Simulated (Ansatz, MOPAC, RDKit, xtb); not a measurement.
Noncovalent pair: H2O (SMILES O) (first 3 atoms) with SiH4 (SMILES [SiH4]); geometry from B3LYP-D3(BJ)/def2-TZVP, rigid monomers moved along the line of their centres of mass till O1···Si4 is 2.82 Å.
(charge 0, multiplicity 1):
```xyz
8

O      0.4646     0.3123     0.3475
H      0.0730    -0.4695    -0.0562
H     -0.1175     1.0418     0.1095
Si    -0.1405    -0.0653     3.0754
H     -0.5290    -1.2801     2.3248
H     -0.5027    -0.2701     4.5007
H     -0.8955     1.1051     2.5748
H      1.3140     0.1683     2.9815
```

Interaction energies are E(AB) − E(A) − E(B) at the monomers' geometry in the complex; basis-set methods are counterpoise corrected.

The state reached by PM3 isn't checked.

The values were computed with Ansatz (an electronic-structure program); MOPAC for PM3 (differences of heats of formation); RDKit for the force fields; xtb for the GFN methods. 

Problem. One of these levels gives -0.5 kJ/mol for the interaction energy. Which one is it?
A) PBE0/def2-TZVPPD
B) PM3
C) MMFF94
D) GFN1-xTB

Solution. A, PBE0/def2-TZVPPD. The others give 32.7 (MMFF94), 9.1 (PM3), -52.0 (GFN1-xTB)
